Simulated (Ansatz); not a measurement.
This Ansatz (a program for electronic structure) input (r2SCAN/def2-SVPD) gives -0.49921 Eh with 8 basis functions. A basis named .json is the Basis Set Exchange file of that set (core-valence sets with the plain set on hydrogen).

Ansatz 0.2 input:
```yaml
crystal:
  periodic: [false, false, false]
  atoms:
    - {symbol: H, position_ang: [0.00000000, 0.00000000, 0.00000000]}
basis:
  gaussian:
    orbitals: def2-SVPD
hamiltonian:
  xc: {name: r2SCAN}
magnetization: {spin_polarized: true, initial_magnetization: 1}
scf: {lower_state_search: full}
```

Change:
```diff
- orbitals: def2-SVPD
+ orbitals: pcseg-4.json
```

Question: What does the run give now?

Answer: -0.50017 Eh (r2SCAN/pcseg-4, 61 functions), a change of -0.96 mEh.
